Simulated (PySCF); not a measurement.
## Structure revision by computed shifts

A compound C$_{4}$H$_{7}$NSi gives the data below (simulated from a calculation) and was assigned the structure `C[Si@@H]1C[C@H]1C#N`.

$^{13}$C{$^{1}$H} NMR (computed): δ 128.0 (C), 15.4 (CH2, 2C), -10.3 (C).

$^{1}$H NMR (400 MHz, computed): δ 4.03 (s, 3H), 1.24 (m, 2H), 0.81 (m, 2H).

PySCF 2.14.0 with density-fitted response routines calculation with σ from GIAO-PBE0/pcSseg-1 and GFN2-xTB structure; single conformer, gas phase, non-relativistic, one averaged value for each set of equivalent atoms.

Referencing at the same level of theory: $^{1}$H and $^{13}$C vs TMS.

**Question.** Compare with the shifts computed for the proposed structure, pairing carbons in order of shift.

**Answer.** Structure with atom numbers: `[CH3:1][Si@@H:2]1[CH2:3][C@H:4]1[C:5]#[N:6]`. Each H is labelled by its parent atom.

```tsv
atom	computed for proposal	given list	difference
C5	127.1	128.0	-0.9
C3	5.4	15.4	-10.0
C4	-6.4	15.4	-21.8
C1	-6.9	-10.3	+3.4
```

The rms difference is 12.1 ppm and the largest -21.8 ppm at C4 (three-membered-ring carbon). The proposal also would give 4 carbon signals, not 3. The carbon types in order of shift don't match either: C, CH2, CH, CH3 for the proposal against C, CH2, CH2, C in the data. The proposal doesn't fit.

**Question.** Which isomer fits?

**Answer.** SMILES N#CC1([SiH3])CC1.

1. Carbon types of the structure: 2 × C, 2 × CH2, leaving 3 H on heteroatoms.
2. δC 128.0: nitrile carbon; this is the usual window of a C≡N carbon, which has no attached hydrogen.
3. δC 15.4, -10.3: three-membered-ring carbon; carbons of three-membered rings are unusually shielded.
4. δH 4.03: hydrogen on a silicon bonded to C.
5. δH 1.24, 0.81: hydrogen on a three-membered-ring carbon; cyclopropane-type protons are shielded by the ring.

This is the structure that produced the data.

Shifts are as computed. Against solution values, carbons near 30 ppm lie about +3 ppm off and those near 130 ppm about +5 ppm (rms about the fit 2.1 ppm; single classes can miss by 10 ppm). Of 1328 compounds with measured shifts, 309 miss one by over three times the rms of a fit or turn the order of signals round; such compounds aren't used in these exercises. Signals without a measured value on file couldn't be tested in this way; 1H shifts scatter by 0.2 ppm about their fit, and single ones miss by 0.5 ppm. No couplings were computed; multiplicities are counted from neighbouring protons, with m where these are inequivalent, close in shift, in a saturated or five-membered ring or joined by F or P, and br s for small geminal =CH2 splittings.
